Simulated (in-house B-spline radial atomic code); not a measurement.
## RPA and G0W0 on PBE0: As3+

Configuration [Ar] 3d10 4s2, mean-field start PBE0. Computed with an all-electron radial atomic-structure program (B-spline basis): all electrons, scalar-relativistic (spin-free one-electron X2C), finite nucleus, each spin shell either full or empty, empty states to l = 9 with an (l + 1/2)⁻⁴ tail; G0W0 by contour deformation at full frequency.

Command:
```bash
python run_gw.py task.json out
```
Settings (radii: box in bohr, nucleus in fm):
```
Z                        33
electrons                30
configuration            [Ar] 3d10 4s2
hamiltonian              x2c
method                   pbe0
lmax                     9
rms_radius               4.0968
spin_polarised           False
box_radius               14.14
intervals                69
ion_configuration        [Ar] 3d10 4s1
```

Cost of the run: 9 s on 1 thread of Arm Neoverse N1, on a shared host.

Energies (hartree):

| term | value |
| --- | --- |
| mean-field total | -2258.43655 |
| Hartree-Fock functional on these orbitals | -2257.05608 |
| direct second order | -2.6166 |
| second-order exchange | 0.7598 |
| SOSEX correction | 0.69207 |

**Question.** What is the RPA correlation energy, and what remains with SOSEX?

**Answer.** RPA gives -2.2483 hartree (-2.04 eV per electron); RPA + SOSEX gives -1.5562, and the second-order doubles -1.8568 hartree (no singles). SOSEX takes back 31 % of the RPA value.

Quasi-particle levels (eV):

```
level  occupied  mean field  Σx - vxc     Σc  QP weight     G0W0
   4s       yes      -45.57     -2.59      ?          ?        ?
   3d       yes      -79.21    -12.07   3.50      0.887   -87.77
   4p        no      -31.57      4.62  -1.45      0.958  -28.412
```

G0W0 = mean field + (Σx - vxc) + Σc, with Σc (partial-wave tail included) taken at the quasi-particle energy. Only the outer levels were computed. Levels of low weight are left out.

**Question.** Where does G0W0 put 4s?

**Answer.** At -50.20 eV, with Σc = -2.03 eV and a quasi-particle weight of 0.959. The tabulated removal energy is 50.15 ± 0.06 eV (NIST, measured); the calculation leaves out spin-orbit coupling, Breit and QED terms, and what these don't explain is the method's own error.

**Question.** What does it cost to remove one electron (to [Ar] 3d10 4s1) by differences of total energies, each species on its own start (correlation terms add to the Hartree-Fock functional)?

**Answer.** PBE0 49.82 eV, Hartree-Fock functional 47.80 eV, + RPA 50.11 eV, + RPA + SOSEX 49.58 eV, + second order 50.48 eV. Tabulated: 50.15 ± 0.06 eV (NIST, measured); the calculation leaves out spin-orbit coupling, Breit and QED terms, and what these don't explain is the method's own error.
